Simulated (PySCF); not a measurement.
# What a mistake does to a calculation on CGe2H5O cation

These are calculations, not measurements. The program is PySCF 2.14.0, an open-source quantum chemistry code, run on an isolated molecule that a program drew, which may never have been made. The molecule is CGe2H5O cation (charge +1, singlet), drawn as the SMILES string `[CH2]=[GeH][O][GeH2+]`.

Each row is a Hartree-Fock (HF) and frozen-core CCSD(T) single point in the cc-pVDZ basis, meant for a local HF minimum. Run 1 is clean. Each other run has one planted mistake out of seven kinds, and not every kind appears here: one electron removed, one electron added, multiplicity raised by two, geometry at a saddle point, minimal basis STO-3G, one bond length entered in bohr, all coordinates scaled. The reference is restricted for singlets and unrestricted otherwise, and also for a bond in bohr. Adding or removing an electron swaps singlet and doublet. Electrons count all cores. HOMO and LUMO are orbital energies over both spins, the gradient is its largest component, and the lowest frequency (negative if imaginary) is given only where the gradient is small. Bond lengths are over the 8 bonds as drawn. T1 is the CCSD diagnostic: over 0.02 (restricted) or 0.045 (unrestricted) a single reference is doubtful. Germanium has the cc-pVDZ-PP basis, with a core potential (ECP10MDF) in place of its 10 inner electrons, and its 3s, 3p and 3d shells are frozen in CCSD(T).

Geometry of the clean run:
```xyz
9
CGe2H5O cation, angstrom
C    -1.3583    0.7749    1.4086
Ge    0.1732    0.1660    1.9646
O     1.2510   -0.6357    0.6891
Ge    1.6226   -0.9531   -0.9074
H    -2.0242    1.2491    2.1177
H    -1.6944    0.6714    0.3864
H     1.0043    0.0902    3.2065
H     0.7975   -0.3109   -1.9956
H     2.7885   -1.8784   -1.1364
```

```
run  electrons  basis functions  <S^2>  HOMO (eV)  LUMO (eV)  gradient (hartree/bohr)  lowest frequency (cm^-1)  mean bond (Å)  longest bond (Å)      T1  HF (hartree)  CCSD(T) (hartree)                          mistake
  1         82               99  0.000     -12.43      -4.92                  7.7e-06                        27         1.4920             1.852  0.0221    -702.08364         -702.63555                         no fault
  2         82               99  1.313     -12.23      -4.86                  3.8e-02                         -         1.6584             2.828  0.0568    -701.98727         -702.51394  one bond length entered in bohr
  3         83               99  0.932      -6.34       2.33                  8.8e-02                         -         1.4920             1.852  0.0373    -702.29133         -702.84845               one electron added
  4         82               99  2.025     -10.33      -6.17                  1.3e-01                         -         1.4920             1.852  0.0452    -702.03129         -702.54898       multiplicity raised by two
  5         81               99  0.757     -21.70     -10.34                  9.1e-02                         -         1.4920             1.852  0.0173    -701.67796         -702.17338                                ?
  6         82               99  0.000     -12.78      -4.87                  5.7e-02                         -         1.4174             1.760  0.0189    -702.05463         -702.59025                                ?
```

**Which mistake was planted in run 5, and what did it cost?**

It counts 81 electrons, one fewer than the clean run, at the same geometry and basis. So the mistake is: one electron removed. Subtracting run 1 and multiplying by 627.51 kcal/mol a hartree, the energy moved by 254.6 kcal/mol in HF and 290.0 kcal/mol in CCSD(T).

**Which mistake was planted in run 6, and what did it cost?**

The mean and the longest bond both change by the same factor, 0.950, and the gradient is no longer small. So the mistake is: all coordinates scaled. Subtracting run 1 and multiplying by 627.51 kcal/mol a hartree, the energy moved by 18.2 kcal/mol in HF and 28.4 kcal/mol in CCSD(T).

Cautions from the logs. Run 1: T1 is over the limit, so its CCSD(T) energy is less reliable; run 2: T1 is over the limit, so its CCSD(T) energy is less reliable; run 4: T1 is over the limit, so its CCSD(T) energy is less reliable.
